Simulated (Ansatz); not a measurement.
Saddle point of SnH$_{5}$O, doublet (SnH₃O ([OH][SnH2]) + H₂ → SnH₃ + H₂O; bonds formed: H1–O3, Sn2–H5; bonds broken: H1–H5, Sn2–O3), PBE0-D4/def2-TZVP structure:

```xyz
7
angstrom
H -0.8753 0.5688 -0.8316
Sn 1.0559 0.1853 0.1030
O -0.8781 -0.6147 -0.4028
H 0.6971 0.6824 1.7224
H -0.3269 1.3839 -1.0378
H 1.8149 -1.3827 0.1331
H -1.4875 -0.8230 0.3137
```

Energies are electronic, without zero-point energy. Barriers and step energies count from the start structure reached by relaxing down the imaginary mode; all methods use the PBE0-D4 structures, on which another method's saddle can fall below an end. Ansatz 0.2.0; basis: def2-TZVPP, with def2-QZVPP for the basis limit; cores frozen in the correlated methods; orbitals are unrestricted. Filled d shells of the heavier atoms are correlated. Core potentials replace the inner electrons of the atoms past krypton. The def2 sets are not built for correlating such inner shells, so the correlated values are less sure here. B3LYP uses VWN-RPA correlation. Extrapolation: Hartree–Fock as exp(−7.88 √X), correlation as X^−2.97.

```tsv
method	barrier (kcal/mol)	step energy (kcal/mol)
SPW92	14.60	-4.03
PBE-D4	23.36	-0.35
BLYP-D4	26.88	2.37
r2SCAN-D4	?	-0.35
B97M-V	26.59	-1.77
PBE0-D4	26.21	-2.98
B3LYP-D4	28.61	-0.19
r2SCAN0-D4	27.85	-2.77
BHLYP-D4	32.01	-2.61
CAM-B3LYP-D4	29.23	-1.38
wB97X-V	30.26	-1.51
wB97M-V	29.68	-2.43
B2PLYP	?	-0.04
PBE-QIDH	29.95	-3.09
RPA on PBE	32.13	-0.63
HF	?	-4.28
MP2	32.50	-0.98
CCSD	33.67	-3.33
CCSD(T)	32.10	-2.36
```

(1) Fill in the withheld barriers. (Judge from chemistry; the value comes from the calculation.)

No T1 diagnostic of these runs exceeds 0.018. ⟨S²⟩ of the unrestricted Hartree–Fock references: 0.75 to 0.76 (a pure state has 0.75).

Results:

(1) The calculation gives: r2SCAN-D4 26.00; B2PLYP 30.95; HF 42.64 kcal/mol. Each is the energy of the saddle less that of the start structure, by the same method.

For comparison, the barrier by CCSD(T) at an estimated basis limit (MP2 extrapolated from triple and quadruple zeta, plus CCSD(T) − MP2 in triple zeta) is 31.30 kcal/mol.

Labels in which every atom is bracketed show which atoms are joined, not bond orders.

For scale, one of the runs: CCSD(T)/def2-TZVPP, 151 basis functions, launched by `ansatz run in.yaml --threads 4 --pin off --events-out ev --progress --plain --max-ram 9574MiB`. The run took 49 s on 4 CPU threads of an Arm Neoverse V2 (shared host), with 2.8 GiB of host memory at its peak.
